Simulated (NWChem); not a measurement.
System: C3H5BFN; SMILES C=C1CNB1F

NWChem input:

```
start job
memory heap 200 mb stack 900 mb global 1100 mb
geometry units angstroms noautoz
  C      1.252984    -1.728035     0.000000
  C      0.331714    -0.767176     0.000000
  C     -1.208564    -0.837475     0.000000
  N     -1.264921     0.643254     0.000000
  B      0.136694     0.793125     0.000000
  F      0.902040     1.882787     0.000000
  H      0.996208    -2.786844     0.000000
  H      2.315099    -1.493261     0.000000
  H     -1.649926    -1.295714    -0.895590
  H     -1.649926    -1.295714     0.895590
  H     -2.103842     1.204895     0.000000
end
basis spherical
  C library 6-31+g*
  N library 6-31+g*
  B library 6-31+g*
  F library 6-31+g*
  H library 6-31+g*
end
dft
  xc b3lyp
  iterations 150
  vectors input atomic output neutral.movecs
end
task dft energy
charge 1
dft
  odft
  mult 2
  vectors input atomic output cation.movecs
end
task dft energy
charge -1
dft
  odft
  mult 2
  vectors input atomic output anion.movecs
end
task dft energy
```

The geometry was optimised at B3LYP/6-31G* (spherical d). B3LYP is NWChem's, with the RPA form of VWN correlation.

Ions are spin-unrestricted doublets at the neutral geometry; other ion states weren't tried.

Task: Give the results of this calculation. (B3LYP/6-31+G* (spherical d), vertical spin-unrestricted ions.) Quantities: vertical ionisation energy, ΔSCF (eV); −ε(HOMO) (eV).

Result: The vertical ionisation energy, ΔSCF (eV) is 9.58 and the −ε(HOMO) (eV) is 7.31.
